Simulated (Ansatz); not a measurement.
```yaml
crystal:
  periodic: [false, false, false]
  atoms:
    - {symbol: C, position_ang: [0.761321, -1.375764, 1.397372]}
    - {symbol: C, position_ang: [0.245577, -0.435468, 0.438925]}
    - {symbol: N, position_ang: [-0.162942, 0.308995, -0.319967]}
    - {symbol: B, position_ang: [-0.731212, 1.341043, -1.371835]}
    - {symbol: Cl, position_ang: [0.529253, 2.653832, -1.475528]}
    - {symbol: Cl, position_ang: [-2.315396, 1.907626, -0.670048]}
    - {symbol: h, position_ang: [-0.918514, 0.389044, -2.915092]}
    - {symbol: H, position_ang: [1.299244, -2.169011, 0.875437]}
    - {symbol: H, position_ang: [1.441168, -0.863269, 2.080117]}
    - {symbol: H, position_ang: [-0.065401, -1.808225, 1.963517]}
basis:
  gaussian: {orbitals: def2-SVP, final_grid: {core_spheres: 8, valence_spheres: 7, degree: 23}}
total_charge: 1
magnetization: {spin_polarized: true, initial_magnetization: 1}
hamiltonian: {xc: {name: wB97M-V}}
accuracy: high
output: {forces: true}
```

```sh
$ ansatz run in.yaml --threads 4 --pin off --events-out ev --progress --plain --max-ram 11315MiB
```

(1) How does Ansatz answer? (An estimate is asked.)

Answers

(1) Computed: The program refused the input.
```
Error: YAML parse error: error: line 10 column 16: `h` is not an element symbol (H … Og, case-exact)
 8 |     - {symbol: Cl, position_ang: [0.529253, 2.653832, -1.475528]}
 9 |     - {symbol: Cl, position_ang: [-2.315396, 1.907626, -0.670048]}
10 |     - {symbol: h, position_ang: [-0.918514, 0.389044, -2.915092]}
11 |     - {symbol: H, position_ang: [1.299244, -2.169011, 0.875437]}
12 |     - {symbol: H, position_ang: [1.441168, -0.863269, 2.080117]}
```
